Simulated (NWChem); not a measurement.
**Electron attachment to C2HF2O2**

SMILES: F[C](F)C(O)=O
```xyz
7

O     -0.9803    -1.5104     0.0278
C     -0.7090    -0.3280     0.0047
O     -1.6143     0.6743     0.0158
C      0.6446     0.1762    -0.0718
F      1.6699    -0.6284    -0.0088
F      0.9560     1.4446     0.0097
H     -2.4896     0.2532     0.0451
```
Charge 0, spin multiplicity 2.

Program: NWChem. The geometry was optimised at UB3LYP/def2-SVP, a minimum by its harmonic frequencies. It is one conformer; others weren't searched.

Basis set: def2-SVPD. The species with one electron more has spin multiplicity 1 and keeps the geometry of the parent. Δ marks differences of total energies (open shells unrestricted). −ε marks an orbital energy of the parent. That orbital need not have the symmetry of the hole or added electron in the Δ rows. The basis adds only a small set of diffuse functions.

B3LYP has NWChem's definition, with VWN1-RPA local correlation. The structure started from a generated list of species. No SCF solution was tested for a lower state. Open-shell Hartree-Fock references start from PBE0 orbitals.

Task: For the vertical electron affinity, −ε(beta LUMO) of B3LYP gives 3.61 eV and −ε(beta LUMO) of M06-2X gives 2.26 eV. What do ΔB3LYP, −ε(beta LUMO) of PBE, ΔM06-2X give?

Result: ΔB3LYP: 1.09 eV; −ε(beta LUMO) of PBE: 4.31 eV; ΔM06-2X: 1.12 eV.
